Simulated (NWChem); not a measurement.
Correlation energy of OTe

```xyz
2

O      0.0000     0.0000     1.6038
Te     0.0000     0.0000    -0.2467
```
Charge 0, spin multiplicity 3.

The numbers come from NWChem runs, not from measurements. Structure: optimised with UPBE0/def2-SVP with def2 effective core potentials on Te, a minimum by its harmonic frequencies.

Basis set: def2-TZVP. Each correlation energy counts from its own Hartree-Fock reference.

Effective core potentials replace the inner electrons of Te; spin-orbit coupling is left out. The correlated methods keep 5 core orbitals frozen. The structure started from a generated list of species. The unpaired electrons of the parent sit in orbitals of symmetry b1 and b2 (C2v labels of the run); other states weren't searched. No SCF solution was tested for a lower state. Open-shell Hartree-Fock references start from PBE0 orbitals. Coupled-cluster values serve here as a point of comparison, not as the truth.

```
method           correlation energy (mHa)            remark
---------------  ------------------------  ----------------
UMP2                           (withheld)                 -
SCS-UMP2                           -616.2                 -
CCSD on ROHF                   (withheld)  large amplitudes
CCSD[T] on ROHF                (withheld)  large amplitudes
CCSD(T) on ROHF                (withheld)  large amplitudes
```

Question: What belongs in the gaps?

Answer: 
- UMP2, correlation energy (mHa): -684.6
- CCSD on ROHF, correlation energy (mHa): -669.0
- CCSD[T] on ROHF, correlation energy (mHa): -700.9
- CCSD(T) on ROHF, correlation energy (mHa): -695.1
